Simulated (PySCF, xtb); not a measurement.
Al(OH)(PH2)2 (AlH5OP2), SMILES [OH][Al]([PH2])[PH2]. One conformer was computed; it need not be the lowest.

Harmonic wavenumbers (cm⁻¹) from GFN2-xTB (xtb) at its own minimum, in rising order: 80, 91, 102, 134, 164, 323, 400, 463, 490, 503, 523, 536, 546, 875, 1126, 1130, 2177, 2181, 2247, 2259, 3755.

What does PBE-D3(BJ)/def2-SVP (PySCF) give at its own minimum? (An estimate is asked for; the answer gives what the named calculation found.)

57, 80, 108, 163, 170, 316, 337, 447, 478, 525, 547, 607, 616, 838, 1040, 1048, 2303, 2308, 2323, 2328, 3811. Paired by order, the mean absolute difference is 49 cm⁻¹ and the zero-point energies are 28.7 and 29.2 kcal/mol.
